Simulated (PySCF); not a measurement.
Relaxation of singlet IO₂⁺

Method: PBE in PySCF with I def2-TZVP with ECP28, O def2-TZVP; scalar-relativistic core potentials, no spin–orbit coupling; density-fitted integrals. A (50,194) grid was used.

A start displaced from a saddle point along its imaginary mode, of C2v symmetry, held to at least that symmetry:

```xyz
3
charge 1 multiplicity 1, angstrom
I    -0.0045   -0.0299    0.0000
O     0.0178    0.1187    1.8592
O     0.0178    0.1187   -1.8592
```

(1) What forces act on the atoms at the start (eV/Å)?

(2) What does it relax to?

(3) How much energy is released, and in how many steps?

Answers

(1) 
```tsv
atom	Fx	Fy	Fz
I1	-0.20	-1.32	0.00
O2	0.10	0.66	-0.42
O3	0.10	0.66	0.42
```

(2) It ends at C2v with I–O 1.783 Å (×2); O–I–O 110.9°. No frequency check is given, so it may be a saddle point.

(3) 173.4 kJ/mol in 7 steps.

The relaxation took roughly 100 core-seconds on a shared host.
